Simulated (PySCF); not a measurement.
# Sn: ionisation energy

Sn [Kr] 4d10 5s2 5p2 (3P) → Sn+ [Kr] 4d10 5s2 5p1 (2P), as a difference of total energies. Computed with PySCF 2.14 in aug-cc-pVDZ-PP with ECP28MDF (5s4p3d, 32 functions), with scalar relativity through the core potential. Correlated levels: valence: 4s2 4p6 4d10 frozen. The calculations carry no spin-orbit coupling.

```tsv
method	ionisation energy (eV)
UHF	6.858
MP2 (valence)	7.087
SCS-MP2 (valence)	7.027
CCSD (valence)	7.117
CCSD(T) (valence)	7.127
CCSDT (valence)	7.131
```

**Question.** How much does correlation contribute at CCSD(T) (valence)?

**Answer.** 7.127 − (6.858) = 0.269 eV, measured against UHF.

Errors of the correlated levels include the incompleteness of this basis and the frozen core.

For comparison: 7.389 eV (measured; NIST levels, between the centres of gravity of the two terms).
